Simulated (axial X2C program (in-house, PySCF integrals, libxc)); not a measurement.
Potential curves of TaSe⁺, two-component

Calculated with an in-house all-electron X2C program for linear molecules (integrals from PySCF). Two-component (2c) means X2C with spin–orbit coupling and atomic mean-field two-electron Coulomb and Gaunt terms. Basis: Ta dyall-cv3z [13s14p9d7f4g], Se dyall-cv3z [8s9p6d4f1g] (cores contracted in-house); Gaussian nuclei, density fitting, unrestricted open shells. Masses: Ta 180.948 u, Se 79.917 u.

State: Ω = 1 (⟨Sz⟩ = -0.99, ⟨Lz⟩ = 1.99 at BLYP). Energies in cm⁻¹ from the lowest point of each curve. Fits are polynomials in 1 − R0/R over 0.85 to 1.23 times the lowest point R0.

```
 R (Å)   BLYP   PBE0
1.9270  16981  14343
2.0156   7662   5850
2.0821   3452   2258
2.1485   1040    453
2.2150      0      0
2.2925     87    719
2.3700   1179   2347
2.4697   3560   5206
2.5915   7285   9183
2.7687  13126  14987
```

Occupations by symmetry block were frozen at the best pattern of an incomplete PBE0 search. Density functionals use the spin component along the axis (collinear). PBE0 can misorder states that lie within some tenths of an eV, so this need not be the ground state of the molecule. The nearest other 2c determinant of the search, Ω = 3, lies 0.47 eV up at the distance of the search. Without a current term, density functionals place determinants with orbital angular momentum somewhat too high. With several unpaired electrons one determinant need not be a pure state. The determinant is spin-polarised beyond a pure state at some levels (its spin-free form has ⟨S²⟩ too high), which makes Re and μ there less reliable.

(1) What are Re and ωe at the BLYP level?

(2) What are Re and ωe at the PBE0 level?

Results:

(1) At BLYP, 2c: Re = 2.247 Å, ωe ≈ 352 cm⁻¹; Be follows as 0.0602 cm⁻¹.

(2) At PBE0, 2c: Re = 2.208 Å, ωe ≈ 377 cm⁻¹; Be follows as 0.0624 cm⁻¹.
